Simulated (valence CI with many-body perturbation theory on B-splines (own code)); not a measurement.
Energy levels of Ba41+

Calculated by configuration interaction combined with many-body perturbation theory (CI+MBPT): five valence electrons over a frozen Dirac-Fock core [Ne], radial functions for each j: 11 s, 11 p, 10 d, 8 f, 5 g, 2 h, with the one-electron correlation potential Σ1, the two-electron term Σ2, the three-electron term Σ3, Breit, model QED; selected CI, second order for the rest, scaled by the run's own slope (own B-spline code, finite nucleus).

No measured spectrum was set against this ion. As an estimate, large intervals hold to a few tenths of a per cent, small ones and those within an open d or f shell to about a per cent. Among the levels kept, up to 3200 cm⁻¹ of a level comes from second order outside the variational space, and about a tenth of that is noise between levels of different J, which matters for small intervals.

Levels 91 to 135 of 169, with energies above the lowest level, (3s^2 3p1/2^2 3p3/2) J=3/2. "Leading %" is the weight of the configuration and term that name the level; weights of strongly mixed levels are sums over their largest components and can fall short. In the jj column 3d3/2^4 stands for four electrons in 3d with j = 3/2. Lifetimes count E1, E2, E3, M1 and M2 decay at the calculated energies, and are blank where another channel may lead or the interval is too uncertain; long ones can be off by a factor of two.

```tsv
No.	Configuration	Term	J	E (× 10³ cm⁻¹)	Leading %	Lifetime	Leading jj	g
91	3s2 3p 3d2	4G°	9/2	3915.5	32	4.64 ps	3s^2 3p1/2 3d5/2^2 (44 %)	1.178
92	3s 3p3 3d	2F°	5/2	3918.7	26	1.62 ps	3s 3p1/2 3p3/2^2 3d3/2 (78 %)	1.113
93	3s 3p3 3d	4D°	5/2	3926.7	35	4.36 ps	3s 3p1/2 3p3/2^2 3d5/2 (73 %)	1.288
94	3s 3p3 3d	2D°	3/2	3958.6	22	2.36 ps	3s 3p1/2 3p3/2^2 3d5/2 (52 %)	1.356
95	3s 3p3 3d	4D°	5/2	3964.7	28	2.64 ps	3s 3p1/2 3p3/2^2 3d5/2 (61 %)	1.227
96	3s 3p3 3d	2F°	7/2	3967.6	41	5.89 ps	3s 3p1/2 3p3/2^2 3d5/2 (79 %)	1.163
97	3s 3p3 3d	4P°	3/2	3982.3	13	1.98 ps	3s 3p1/2 3p3/2^2 3d5/2 (39 %)	1.367
98	3s 3p3 3d	2P°	1/2	3985.7	49	1.09 ps	3s 3p1/2 3p3/2^2 3d3/2 (77 %)	0.937
99	3s 3p3 3d	2D°	5/2	4030.0	29	1.46 ps	3s 3p1/2 3p3/2^2 3d3/2 (43 %)	1.203
100	3s 3p3 3d	4D°	1/2	4032.9	38	1.32 ps	3s 3p1/2 3p3/2^2 3d3/2 (73 %)	0.514
101	3s 3p3 3d	4D°	3/2	4040.4	35	1.35 ps	3s 3p1/2 3p3/2^2 3d3/2 (50 %)	1.132
102	3s 3p3 3d	2F°	7/2	4043.7	21	2.90 ps	3s 3p1/2 3p3/2^2 3d5/2 (60 %)	1.169
103	3s 3p3 3d	2G°	9/2	4043.9	59	3.98 ps	3s 3p1/2 3p3/2^2 3d5/2 (71 %)	1.107
104	3s 3p3 3d	2D°	3/2	4062.3	22	1.90 ps	3s 3p1/2 3p3/2^2 3d5/2 (53 %)	1.062
105	3s 3p3 3d	2F°	5/2	4064.2	32	2.31 ps	3s 3p1/2 3p3/2^2 3d5/2 (61 %)	1.042
106	3s2 3p 3d2	2P°	1/2	4090.2	48	2.38 ps	3s^2 3p1/2 3d5/2^2 (52 %)	0.728
107	3s 3p3 3d	4D°	7/2	4097.2	43	1.80 ps	3s 3p1/2 3p3/2^2 3d5/2 (89 %)	1.239
108	3s 3p3 3d	2F°	5/2	4101.4	43	5.23 ps	3s 3p1/2 3p3/2^2 3d5/2 (78 %)	1.011
109	3s 3p3 3d	2F°	7/2	4121.1	34	2.28 ps	3s 3p1/2 3p3/2^2 3d5/2 (68 %)	1.145
110	3s 3p3 3d	2P°	3/2	4129.5	41	2.64 ps	3s 3p1/2 3p3/2^2 3d5/2 (66 %)	1.073
111	3s 3p3 3d	2D°	5/2	4156.0	36	2.07 ps	3s 3p1/2 3p3/2^2 3d5/2 (71 %)	1.213
112	3s 3p2 3d2	6G	3/2	4174.5	45	36.1 ps	3s 3p1/2^2 3d3/2^2 (86 %)	0.341
113	3s 3p3 3d	2S°	1/2	4186.5	29	1.93 ps	3s 3p1/2 3p3/2^2 3d5/2 (63 %)	1.186
114	3s 3p3 3d	2D°	3/2	4196.0	26	1.59 ps	3s 3p1/2 3p3/2^2 3d5/2 (70 %)	1.163
115	3s 3p2 3d2	6G	5/2	4224.2	27	34.7 ps	3s 3p1/2^2 3d3/2^2 (78 %)	1.065
116	3s 3p3 3d	2D°	5/2	4242.1	32	1.46 ps	3s 3p1/2 3p3/2^2 3d5/2 (72 %)	1.071
117	3s 3p3 3d	2D°	3/2	4268.9	28	1.50 ps	3s 3p1/2 3p3/2^2 3d5/2 (62 %)	1.122
118	3s2 3p 3d2	4F°	7/2	4317.5	25	1.05 ps	3s^2 3p3/2 3d3/2^2 (64 %)	1.113
119	3s2 3p 3d2	4D°	1/2	4321.4	54	880 fs	3s^2 3p3/2 3d3/2^2 (70 %)	0.293
120	3s2 3p 3d2	4F°	5/2	4324.5	30	870 fs	3s^2 3p3/2 3d3/2^2 (63 %)	1.054
121	3s 3p2 3d2	4P	1/2	4325.2	44	26.8 ps	3s 3p1/2^2 3d3/2^2 (79 %)	2.702
122	3s2 3p 3d2	4D°	3/2	4335.2	33	800 fs	3s^2 3p3/2 3d3/2^2 (60 %)	0.954
123	3s2 3p 3d2	4G°	11/2	4348.0	77	4.16 ps	3s^2 3p3/2 3d3/2 3d5/2 (60 %)	1.232
124	3s2 3p 3d2	4G°	9/2	4351.2	37	1.49 ps	3s^2 3p3/2 3d3/2 3d5/2 (75 %)	1.205
125	3s 3p3 3d	4P°	1/2	4366.4	30	1.35 ps	3s^2 3p3/2 3d3/2 3d5/2 (43 %)	2.008
126	3s2 3p 3d2	2F°	7/2	4366.9	39	1.63 ps	3s^2 3p3/2 3d3/2 3d5/2 (63 %)	1.120
127	3s2 3p 3d2	2D°	3/2	4369.3	21	1.52 ps	3s^2 3p3/2 3d3/2 3d5/2 (58 %)	1.202
128	3s2 3p 3d2	4D°	5/2	4372.0	25	2.41 ps	3s^2 3p3/2 3d3/2 3d5/2 (55 %)	1.232
129	3s 3p2 3d2	6G	7/2	4392.9	31	14.2 ps	3s 3p1/2^2 3d3/2 3d5/2 (83 %)	1.249
130	3s2 3p 3d2	4D°	7/2	4401.4	47	1.72 ps	3s^2 3p3/2 3d3/2 3d5/2 (73 %)	1.289
131	3s2 3p 3d2	4P°	5/2	4416.1	42	1.47 ps	3s^2 3p3/2 3d3/2 3d5/2 (85 %)	1.420
132	3s2 3p 3d2	2D°	5/2	4434.3	32	5.80 ps	3s^2 3p3/2 3d5/2^2 (56 %)	1.145
133	3p5	2P°	1/2	4435.6	46	1.15 ps	3p1/2 3p3/2^4 (46 %)	0.833
134	3s2 3p 3d2	4S°	3/2	4436.0	27	769 fs	3s^2 3p3/2 3d3/2^2 (53 %)	1.510
135	3s 3p2 3d2	6G	5/2	4436.9	18	12.8 ps	3s 3p1/2^2 3d3/2 3d5/2 (76 %)	1.238
```

Where two levels of one J and parity lie close, their mixing, g and order are uncertain.
